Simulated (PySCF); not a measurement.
Au⁺ (gold, charge +1) across methods

[Xe] 4f14 5d9 6p1, one real determinant (an excited configuration). All numbers are calculated (PySCF 2.14, a scalar-relativistic core potential, in aug-cc-pVTZ-PP with one added diffuse shell each of s, p, d, f, g type with ECP60MDF (7s7p6d4f3g, 113 functions)).

| method | E (hartree) | mean ε 5d α (eV) | mean ε 5d β (eV) | mean ε 6p α (eV) | Σ⟨r²⟩ (bohr²) | ⟨S²⟩ |
| --- | --- | --- | --- | --- | --- | --- |
| PBE | -135.0574 | -19.651 | -18.874 | -8.957 | 47.42 | 2.001 |
| r2SCANh | -135.0569 | -20.703 | -19.812 | -9.352 | 47.10 | 2.001 |
| wB97X-V | -134.9941 | -23.904 | -23.171 | -11.164 | 47.46 | 2.001 |
| PBE0 | -135.0250 | -21.485 | -20.639 | -9.560 | 47.39 | 2.001 |
| r2SCAN | -135.0766 | -20.003 | -19.127 | -9.120 | 47.08 | 2.001 |
| UHF | -134.19689 | -26.091 | -24.995 | -10.839 | 48.24 | 2.002 |
| r2SCAN0 | -135.0275 | -21.757 | -20.844 | -9.696 | 47.14 | 2.001 |
| LDA | -134.7939 | -19.826 | -19.042 | -9.080 | 47.41 | 2.000 |

⟨L²⟩ = 8.03 against 12 for a pure F term, so this real determinant mixes terms. Energies and moments cover only the electrons outside the core potential. Spin-orbit coupling, absent here, splits the open shell strongly.
